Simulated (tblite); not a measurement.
C₅H₇FO₃ (SMILES C=C(F)C(=O)OCCO), singlet, geometry from GFN2-xTB; IPEA1-xTB in tblite.

Input for tblite:
```
$ tblite run mol.xyz --method ipea1 --charge 0 --spin 0 --json tblite.json --no-restart

# file mol.xyz
16

C      2.15573175    -1.28139252     0.15319051
C      1.88249419    -0.05214001     0.56265108
F      2.80713338     0.67781153     1.20854290
C      0.58121896     0.66182709     0.39996774
O      0.32309313     1.72967712     0.88697556
O     -0.25879003    -0.04343278    -0.36276187
C     -1.55289247     0.52624254    -0.54928930
C     -2.38958239    -0.43327945    -1.38303749
O     -2.82045466    -1.48569687    -0.55395323
H      3.12143483    -1.72351365     0.32517004
H      1.40635785    -1.85668018    -0.35557155
H     -1.45184089     1.49413494    -1.05114403
H     -2.02423289     0.67871011     0.42662084
H     -1.77736006    -0.80935513    -2.21323218
H     -3.24895019     0.11676957    -1.79191564
H     -3.30221676    -2.13229494    -1.07979227
```

Q: Predict the main parts of the log of this tblite run.

A: 
```
xTB calculator
 | screened Coulomb repulsion
 | Coulomb electrostatics
 |  * isotropic Klopman-Ohno-Mataga-Nishimoto electrostatics
 |  * onsite third-order electrostatics
 | DFT-D3(BJ) dispersion correction

halogen bonding energy    0.0000000000000E+00 Eh
repulsion energy          3.7429454521126E-01 Eh
dispersion energy        -5.6331384106376E-03 Eh
number of electrons       5.2000000000000E+01 e
integral cutoff           4.0000000000000E+01 bohr

------------------------------------------------------------
  cycle        total energy    energy error   density error
------------------------------------------------------------
      1     -35.05828237322  -3.5426944E+01   5.0813370E-01
      2     -35.31422084920  -2.5593848E-01   3.2708621E-01
      3     -35.28760426442   2.6616585E-02   2.3530530E-01
      4     -35.53057566252  -2.4297140E-01   8.2707353E-02
      5     -35.58722209981  -5.6646437E-02   2.3803022E-02
      6     -35.59262437996  -5.4022802E-03   5.8916373E-03
      7     -35.59281859785  -1.9421789E-04   1.9794538E-03
      8     -35.59283910619  -2.0508336E-05   8.7482888E-04
      9     -35.59284138127  -2.2750823E-06   2.9878615E-04
     10     -35.59284153235  -1.5108134E-07   9.7112371E-05
     11     -35.59284160312  -7.0767534E-08   2.3761896E-05
     12     -35.59284160725  -4.1278696E-09   6.7828427E-06
------------------------------------------------------------

electronic energy        -3.5961503014046E+01 Eh
total energy             -3.5592841607245E+01 Eh

Post processing:
 | Mayer-Wiberg bond orders

[Info] JSON dump of results written to 'tblite.json'
```
